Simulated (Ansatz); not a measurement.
Born–Oppenheimer molecular dynamics of C$_{2}$H$_{7}$BFNSi (13 atoms, charge 0, multiplicity 1). It starts from a relaxed structure.

Level of theory: RKS PBE0-D4/STO-3G (Ansatz 0.2.0).

```json
{
  "ensemble": "NVT, Langevin thermostat",
  "time step": "1 fs",
  "steps asked": "600",
  "set temperature": "300 K",
  "friction": "0.01 /fs",
  "masses": "H 10 u",
  "seed": "692940"
}
```

Frames 5 fs apart, positions in Å, forces in eV/Å.

Velocities at 420.0 fs (Å/ps):

```
C -6.71 3.99 -2.15
C -2.65 -0.77 9.64
B -2.98 -2.01 -1.65
N 3.69 -1.82 -4.79
Si 2.84 0.14 1.16
F 2.07 2.78 2.48
H 12.57 -9.23 0.40
H 1.00 1.40 6.39
H 3.99 3.89 9.09
H 3.06 3.21 2.26
H -1.77 -1.87 4.30
H 2.81 -2.53 -0.49
H -4.09 6.87 12.48
```

```xyz
13
Properties=species:S:1:pos:R:3:forces:R:3 time_fs=420.0 energy_less_start_eV=0.348 T=314
C -1.441 0.424 -0.605 -0.65 3.08 -0.99
C -0.243 1.020 -0.409 -2.24 -1.84 0.00
B 0.909 0.233 0.180 1.22 -0.53 0.67
N 0.929 -1.152 0.067 0.67 -0.72 0.23
Si 2.297 1.301 1.088 -0.54 -0.38 -1.62
F 1.804 2.849 1.197 -0.44 1.00 0.25
H -1.622 -0.600 -0.395 -0.18 -1.57 0.22
H -2.348 0.994 -0.991 1.22 -0.79 0.62
H -0.191 2.074 -0.537 0.20 1.51 -0.42
H 0.167 -1.716 -0.369 0.17 0.27 -0.11
H 1.708 -1.792 0.384 -0.68 0.70 -0.06
H 3.420 1.368 0.183 0.62 -0.27 0.28
H 2.601 0.854 2.391 0.62 -0.46 0.92
13
Properties=species:S:1:pos:R:3:forces:R:3 time_fs=425.0 energy_less_start_eV=0.260 T=373
C -1.470 0.452 -0.626 1.06 -2.12 1.01
C -0.281 1.005 -0.366 -0.65 0.99 -0.44
B 0.909 0.225 0.185 1.04 -0.70 0.69
N 0.956 -1.161 0.045 0.50 0.61 0.47
Si 2.312 1.299 1.089 -0.87 0.01 -0.20
F 1.808 2.868 1.209 -0.14 0.18 0.05
H -1.565 -0.659 -0.396 -0.46 1.54 -0.63
H -2.335 0.991 -0.959 -0.91 0.36 -0.35
H -0.162 2.100 -0.493 -0.16 -0.38 -0.08
H 0.183 -1.701 -0.359 -0.47 -0.33 -0.46
H 1.692 -1.796 0.411 0.00 0.21 0.04
H 3.438 1.358 0.189 0.67 -0.24 0.28
H 2.586 0.877 2.463 0.40 -0.14 -0.40
13
Properties=species:S:1:pos:R:3:forces:R:3 time_fs=430.0 energy_less_start_eV=0.428 T=236
C -1.484 0.442 -0.631 0.29 -2.83 1.07
C -0.332 1.002 -0.339 2.76 1.42 0.24
B 0.928 0.204 0.198 -0.25 0.61 0.21
N 0.987 -1.165 0.028 -0.43 0.21 0.13
Si 2.329 1.295 1.089 -1.09 0.38 1.19
F 1.805 2.883 1.222 0.14 -0.59 -0.14
H -1.534 -0.681 -0.412 -0.76 1.80 -0.74
H -2.342 1.000 -0.925 -1.33 0.29 -0.55
H -0.141 2.106 -0.451 -0.70 -0.92 0.00
H 0.193 -1.705 -0.356 -0.16 -0.08 -0.29
H 1.674 -1.802 0.443 0.61 -0.23 0.21
H 3.468 1.341 0.213 0.71 -0.16 0.20
H 2.590 0.888 2.529 0.21 0.12 -1.51
13
Properties=species:S:1:pos:R:3:forces:R:3 time_fs=435.0 energy_less_start_eV=0.439 T=211
C -1.493 0.403 -0.619 0.53 2.66 0.42
C -0.337 1.023 -0.313 1.27 -1.80 0.00
B 0.941 0.199 0.209 -0.72 1.15 0.01
N 1.004 -1.166 0.023 -0.73 -1.00 0.14
Si 2.336 1.293 1.096 -0.90 0.59 1.65
F 1.806 2.890 1.241 0.29 -0.92 -0.28
H -1.526 -0.660 -0.444 -0.83 -0.71 -0.20
H -2.380 1.022 -0.900 0.39 -1.15 0.01
H -0.143 2.092 -0.415 -0.70 0.38 -0.10
H 0.194 -1.720 -0.370 0.68 0.49 0.14
H 1.675 -1.813 0.487 0.08 0.25 -0.22
H 3.504 1.314 0.250 0.53 -0.07 0.22
H 2.598 0.902 2.557 0.11 0.13 -1.78
13
Properties=species:S:1:pos:R:3:forces:R:3 time_fs=440.0 energy_less_start_eV=0.372 T=300
C -1.494 0.403 -0.592 0.58 4.16 0.15
C -0.314 1.018 -0.293 -0.46 -2.11 -0.39
B 0.937 0.208 0.222 -0.05 -0.22 -0.02
N 1.011 -1.182 0.020 -0.22 0.26 0.66
Si 2.337 1.306 1.113 -0.30 -0.03 0.86
F 1.814 2.885 1.260 0.18 -0.39 -0.32
H -1.542 -0.648 -0.468 -0.74 -1.62 0.00
H -2.411 1.027 -0.868 1.23 -1.45 0.25
H -0.165 2.087 -0.384 -0.49 0.68 -0.07
H 0.211 -1.725 -0.384 0.39 0.24 0.06
H 1.669 -1.824 0.528 -0.18 0.45 -0.46
H 3.552 1.281 0.288 -0.09 0.05 0.49
H 2.601 0.920 2.542 0.14 -0.02 -1.22
13
Properties=species:S:1:pos:R:3:forces:R:3 time_fs=445.0 energy_less_start_eV=0.258 T=318
C -1.492 0.459 -0.559 -0.12 -1.73 0.09
C -0.294 0.980 -0.288 -0.35 1.93 -0.38
B 0.929 0.214 0.237 0.96 -1.45 0.16
N 1.018 -1.191 0.030 -0.24 1.60 0.66
Si 2.338 1.323 1.138 0.03 -0.87 -0.97
F 1.823 2.875 1.266 -0.05 0.55 -0.26
H -1.569 -0.659 -0.487 -0.52 1.02 -0.12
H -2.412 1.006 -0.832 0.41 -0.10 0.02
H -0.209 2.095 -0.360 -0.04 -0.75 0.10
H 0.236 -1.724 -0.396 -0.03 -0.03 -0.11
H 1.649 -1.824 0.556 0.25 0.05 -0.16
H 3.591 1.240 0.331 -0.62 0.20 0.68
H 2.599 0.946 2.500 0.33 -0.41 0.29
13
Properties=species:S:1:pos:R:3:forces:R:3 time_fs=450.0 energy_less_start_eV=0.396 T=221
C -1.485 0.489 -0.520 0.05 -4.31 -0.17
C -0.280 0.976 -0.283 -0.02 2.12 0.00
B 0.942 0.196 0.254 0.76 0.38 0.25
N 1.026 -1.175 0.050 -0.76 -0.06 0.09
Si 2.340 1.331 1.158 0.01 -1.39 -2.25
F 1.832 2.869 1.258 -0.21 1.13 -0.23
H -1.597 -0.652 -0.507 -0.17 1.73 0.12
H -2.391 0.985 -0.798 -0.75 1.01 -0.24
H -0.249 2.086 -0.335 0.46 -0.43 0.11
H 0.261 -1.717 -0.416 0.22 0.31 0.08
H 1.627 -1.822 0.580 0.59 -0.10 0.04
H 3.608 1.203 0.383 -0.67 0.32 0.55
H 2.608 0.964 2.470 0.50 -0.72 1.66
13
Properties=species:S:1:pos:R:3:forces:R:3 time_fs=455.0 energy_less_start_eV=0.281 T=289
C -1.474 0.450 -0.480 0.31 0.09 -0.65
C -0.265 0.999 -0.279 -0.84 -1.03 0.21
B 0.971 0.198 0.264 -0.22 1.20 -0.09
N 1.023 -1.161 0.070 -0.04 -1.26 0.42
Si 2.337 1.318 1.163 0.11 -0.86 -1.34
F 1.829 2.868 1.243 -0.08 0.77 -0.27
H -1.626 -0.615 -0.517 0.02 -0.94 0.33
H -2.384 0.983 -0.759 0.03 0.51 0.09
H -0.279 2.074 -0.316 0.49 1.04 0.02
H 0.289 -1.704 -0.436 0.00 0.33 0.05
H 1.611 -1.832 0.614 0.22 0.42 -0.35
H 3.610 1.170 0.443 -0.31 0.34 0.16
H 2.624 0.972 2.486 0.31 -0.62 1.42
13
Properties=species:S:1:pos:R:3:forces:R:3 time_fs=460.0 energy_less_start_eV=0.337 T=257
C -1.458 0.419 -0.450 -0.64 2.81 -1.01
C -0.259 0.997 -0.272 -0.45 -0.85 0.27
B 1.002 0.226 0.261 -1.08 -0.94 -0.49
N 1.023 -1.165 0.093 0.40 0.59 0.61
Si 2.333 1.294 1.162 0.45 0.39 0.55
F 1.826 2.872 1.223 0.21 -0.04 -0.27
H -1.649 -0.606 -0.518 -0.04 -2.57 0.32
H -2.376 1.003 -0.716 0.86 -0.21 0.37
H -0.299 2.080 -0.304 0.43 0.62 0.03
H 0.315 -1.680 -0.447 -0.56 -0.05 -0.25
H 1.595 -1.846 0.631 0.38 0.31 -0.18
H 3.608 1.138 0.498 0.16 0.30 -0.23
H 2.642 0.964 2.530 -0.12 -0.35 0.29
13
Properties=species:S:1:pos:R:3:forces:R:3 time_fs=465.0 energy_less_start_eV=0.340 T=237
C -1.460 0.430 -0.447 -1.03 -0.89 -0.73
C -0.267 0.981 -0.258 0.23 1.11 -0.01
B 1.008 0.240 0.246 -1.09 -1.59 -0.12
N 1.024 -1.156 0.120 0.28 0.41 0.27
Si 2.329 1.272 1.160 0.34 1.30 2.01
F 1.830 2.878 1.207 0.46 -0.76 -0.23
H -1.670 -0.649 -0.509 0.32 0.10 0.37
H -2.352 1.025 -0.660 -0.05 0.21 0.00
H -0.315 2.091 -0.297 0.54 -0.46 0.14
H 0.325 -1.647 -0.458 -0.46 -0.13 -0.09
H 1.596 -1.858 0.640 0.26 0.56 -0.28
H 3.598 1.104 0.539 0.70 0.25 -0.59
H 2.661 0.942 2.572 -0.50 -0.10 -0.73
13
Properties=species:S:1:pos:R:3:forces:R:3 time_fs=470.0 energy_less_start_eV=0.377 T=189
C -1.486 0.428 -0.448 0.65 -1.55 -0.08
C -0.281 0.983 -0.244 -0.43 0.08 -0.50
B 0.990 0.220 0.224 -0.21 0.64 1.00
N 1.026 -1.146 0.144 -0.31 -1.52 -0.56
Si 2.325 1.266 1.175 0.00 0.86 1.60
F 1.840 2.879 1.192 0.50 -0.86 -0.12
H -1.685 -0.684 -0.487 0.27 1.29 0.25
H -2.335 1.065 -0.608 -0.98 0.33 -0.27
H -0.310 2.087 -0.291 0.44 -0.25 0.18
H 0.329 -1.615 -0.475 0.03 -0.19 0.39
H 1.612 -1.861 0.645 0.02 0.83 -0.45
H 3.596 1.075 0.562 0.67 0.30 -0.60
H 2.673 0.919 2.588 -0.65 0.05 -0.84
13
Properties=species:S:1:pos:R:3:forces:R:3 time_fs=475.0 energy_less_start_eV=0.381 T=172
C -1.493 0.410 -0.444 -0.49 0.28 -0.03
C -0.302 0.984 -0.236 0.27 -1.04 -0.52
B 0.967 0.211 0.223 0.49 1.06 1.63
N 1.025 -1.155 0.167 -1.20 -0.75 -1.45
Si 2.314 1.270 1.204 0.49 -0.11 0.26
F 1.848 2.869 1.173 0.36 -0.34 0.05
H -1.697 -0.686 -0.464 0.13 0.84 0.15
H -2.337 1.108 -0.571 -0.25 -0.73 -0.23
H -0.299 2.070 -0.285 0.21 0.44 0.15
H 0.327 -1.586 -0.491 0.42 -0.47 0.75
H 1.634 -1.852 0.636 0.25 0.28 -0.18
H 3.608 1.055 0.568 -0.08 0.42 -0.20
H 2.666 0.894 2.586 -0.60 0.11 -0.37
```

Of the whole run (600 fs, mean temperature of the second half 305 K): A run of 0.6 ps of so small a system gives no equilibrium averages. Limits of this set-up: minimal basis.

Time of the run: 12 min on 1 thread of Intel(R) Xeon(R) 6975P-C (Granite Rapids), on a shared host, peak memory 0.12 GiB.
